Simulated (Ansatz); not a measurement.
SiBr2, SMILES Br[Si]Br (connectivity only; charge and spin as stated), neutral, multiplicity 1.

Geometry optimised at B3LYP-D3(BJ)/def2-TZVP. The isomer is the one that the SMILES or the coordinates give; other isomers of the formula were not compared.

Two levels are set side by side: PBE/def2-SVPD (Ansatz, an electronic-structure program) and CAM-B3LYP/def2-SVPD (Ansatz). Energy differences of separate SCF runs at the same geometry; the states with an electron removed or added have multiplicity 2 and 2. Differences are taken from unrounded values.

```csv
quantity,CAM-B3LYP,PBE,PBE minus CAM-B3LYP
vertical ionisation energy (eV),9.81,9.49,-0.32
vertical electron affinity (eV),1.41,1.27,-0.14
vertical singlet–triplet gap (eV),2.22,2.14,-0.08
```
